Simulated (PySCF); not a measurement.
**Molecular orbitals of CaF⁻**

RHF at R = 2.018 Å; Ca aug-cc-pVDZ-X2C, F aug-cc-pVDZ-DK; spin-free X2C with a Gaussian nucleus (PySCF 2.14). State: ¹Σ⁺ (singlet), closed shell. Only the outer orbitals are listed, counted within each symmetry.

| orbital | occ. | ε (eV) | on Ca (%) | main shells (%) |
| --- | --- | --- | --- | --- |
| 6σ | 2 | -35.64 | 11 | 88 F s, 11 Ca p |
| 2π | 2 | -31.42 | 100 | 100 Ca p |
| 2π | 2 | -31.42 | 100 | 100 Ca p |
| 7σ | 2 | -30.79 | 89 | 89 Ca p, 10 F s |
| 8σ | 2 | -10.74 | 5 | 94 F p |
| 3π | 2 | -10.33 | 1 | 98 F p |
| 3π | 2 | -10.33 | 1 | 98 F p |
| 9σ | 2 | -0.67 | 102 | 90 Ca s, 11 Ca p |
| 4π | 0 | 2.77 | 100 | 100 Ca p |
| 4π | 0 | 2.77 | 100 | 100 Ca p |
| 10σ | 0 | 2.93 | 99 | 89 Ca p, 9 Ca s |

Problem. Which are the highest filled and the lowest empty level, where do they sit, and how wide is the gap?

Solution. Highest filled 9σ at -0.67 eV (in %: 90 Ca s, 11 Ca p); lowest empty 4π at 2.77 eV (in %: 100 Ca p); the gap at RHF is 3.44 eV. An empty level above zero is unbound, and its energy depends on the basis.

The bond order (Mayer) is 0.16 and the ⟨S²⟩ is 0.000. The charge on Ca (Mulliken, basis-dependent) is -0.21, the charge on Ca (Löwdin, basis-dependent) is -0.04 and the dipole moment (positive dipole points towards F; it is taken about the centre of mass and depends on that origin) is 4.52 D. The polarisability along the bond is 414.4 bohr³. The polarisability across the bond is 615.0 bohr³.

Shares are Mulliken populations and can fall outside 0 to 100 %.
